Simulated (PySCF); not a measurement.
**Ionisation energy along the 33-electron series**

Calculated with PySCF 2.14 and a two-component X2C-1e Hamiltonian (Gaussian nucleus, no Breit or QED terms), each ion in its own even-tempered basis scaled to its charge; GMP2 freezes [Ne] and drops the highest virtual spinors. Values in eV. NIST values: (m) measured, (s) semi-empirical, (t) theoretical.

```csv
ion,configuration,GHF (screened spin-orbit),GMP2 (screened spin-orbit),NIST
Cd¹⁵⁺,[Ar] 3d10 4s2 4p3,385.60,386.07,385 ± 3 (t)
Sn¹⁷⁺,[Ar] 3d10 4s2 4p3,466.08,466.66,466 ± 3 (t)
```

Fill in the row of In¹⁶⁺.

configuration: [Ar] 3d10 4s2 4p3; GHF (screened spin-orbit): 424.90; GMP2 (screened spin-orbit): 425.43; NIST: 425 ± 3 (t).
